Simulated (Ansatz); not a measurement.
Mulliken charges of BCl3H2Si, SMILES `B[Si](Cl)(Cl)Cl` from r2SCAN/def2-TZVPP in Ansatz (PBE0-D4/def2-TZVP geometry).

| atom | x (Å) | y (Å) | z (Å) | charge (e) |
| --- | --- | --- | --- | --- |
| B1 | 0.273 | 0.173 | 1.230 | -0.069 |
| Si2 | -0.138 | -0.043 | -0.713 | 0.612 |
| Cl3 | -1.885 | 0.836 | -1.294 | -0.209 |
| Cl4 | -0.310 | -2.072 | -0.941 | -0.204 |
| Cl5 | 1.334 | 0.637 | -1.953 | -0.209 |
| H6 | -0.616 | 0.263 | 2.019 | 0.040 |
| H7 | 1.404 | 0.138 | 1.606 | 0.040 |

Question: By hand: the dipole of these point charges (1 e Å = 4.8032 D).

Answer: Σ q r = (0.107, 0.093, 0.494) e Å, of length 0.514 e Å = 2.47 D.

Question: How does the dipole of the full density compare? (Estimate.)

Answer: Computed: (0.060, 0.063, 0.272) e Å, 1.37 D; the point charges give 1.80 times that, at 2° from its direction.

Point charges leave out the atoms' own dipoles, such as those of lone pairs, and Mulliken's split depends on the basis, so the two needn't agree.
